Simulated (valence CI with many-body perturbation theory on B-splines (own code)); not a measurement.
**Energy levels of Pb⁺**

Calculated by configuration interaction combined with many-body perturbation theory (CI+MBPT): three valence electrons over a frozen Dirac-Fock core [Xe] 4f14 5d10, radial functions for each j: 11 s, 11 p, 9 d, 7 f, 5 g, 2 h, 1 i, with the one-electron correlation potential Σ1 (screened to all orders), the two-electron term Σ2, the three-electron term Σ3, Breit, model QED; selected single and double excitations, second order for the rest (own B-spline code, finite nucleus).

Against 15 measured levels this calculation errs by 201 cm⁻¹ on average and by 622 at most. These come from a selection out of the NIST Handbook of Basic Atomic Spectroscopic Data. Levels without a partner in it may be off by more.

Levels 1 to 21 of 21, with energies above the lowest level, 6s2.6p 2P°_1/2. "Leading %" is the weight of the configuration and term that name the level; weights of strongly mixed levels are sums over their largest components and can fall short. In the jj column 3d3/2^4 stands for four electrons in 3d with j = 3/2. Lifetimes count E1, E2, E3, M1 and M2 decay at the calculated energies, and are blank where another channel may lead or the interval is too uncertain; long ones can be off by a factor of two.

```csv
No.,Configuration,Term,J,E (cm⁻¹),Leading %,Lifetime,Second component,Leading jj
1,6s2.6p,2P°,1/2,0.0,97,,,6s^2 6p1/2 (97 %)
2,6s2.6p,2P°,3/2,14407,97,36.3 ms,,6s^2 6p3/2 (97 %)
3,6s.6p2,4P,1/2,57289,87,23.9 ns,9 % 6s.6p2 2S,6s 6p1/2^2 (73 %)
4,6s2.7s,2S,1/2,59828,96,1.16 ns,,6s^2 7s (96 %)
5,6s.6p2,4P,3/2,65758,91,222 ns,,6s 6p1/2 6p3/2 (92 %)
6,6s2.6d,2D,5/2,68990,49,5.18 ns,26 % 6s.6p2 4P,6s^2 6d5/2 (49 %)
7,6s2.6d,2D,3/2,69986,80,1.71 ns,10 % 6s.6p2 2D,6s^2 6d3/2 (80 %)
8,6s.6p2,4P,5/2,74004,53,1.62 ns,40 % 6s2.6d 2D,6s^2 6d5/2 (40 %)
9,6s2.7p,2P°,1/2,74592,95,15.3 ns,,6s^2 7p1/2 (95 %)
10,6s2.7p,2P°,3/2,77389,95,9.38 ns,,6s^2 7p3/2 (95 %)
11,6s.6p2,2D,3/2,83137,68,488 ps,13 % 6s2.6d 2D,6s 6p1/2 6p3/2 (70 %)
12,6s.6p2,2P,1/2,88766,55,308 ps,22 % 6s2.8s 2S,6s 6p1/2 6p3/2 (54 %)
13,6s2.8s,2S,1/2,89029,74,1.58 ns,14 % 6s.6p2 2P,6s^2 8s (74 %)
14,6s.6p2,2D,5/2,89143,54,1.54 ns,16 % 6s.6p2 4P,6s 6p3/2^2 (57 %)
15,5f.6s2,2F°,7/2,92534,95,4.88 ns,,5f7/2 6s^2 (95 %)
16,5f.6s2,2F°,5/2,92550,95,4.72 ns,,5f5/2 6s^2 (95 %)
17,6s2.7d,2D,3/2,94432,91,993 ps,,6s^2 7d3/2 (91 %)
18,6s2.8p,2P°,1/2,94822,95,50.3 ns,,6s^2 8p1/2 (95 %)
19,6s2.7d,2D,5/2,95507,79,991 ps,14 % 6s.6p2 2D,6s^2 7d5/2 (79 %)
20,6s2.8p,2P°,3/2,95963,95,28.2 ns,,6s^2 8p3/2 (95 %)
21,6s2.9s,2S,1/2,101205,92,7.15 ns,,6s^2 9s (92 %)
```

Names give the largest LS component (configuration and term), which can be under half, so a name can repeat, a term be missing and a line seem to break the LS rules; names also repeat where a configuration has a term twice.

Where two levels of one J and parity lie close, their mixing, g and order are uncertain.

The ionisation energy to 6s2 1S_0 of the next ion comes out as 15.02 eV (NIST: 15.0325 eV (measured)). All 21 levels together are meant to be complete up to 101947 cm⁻¹.
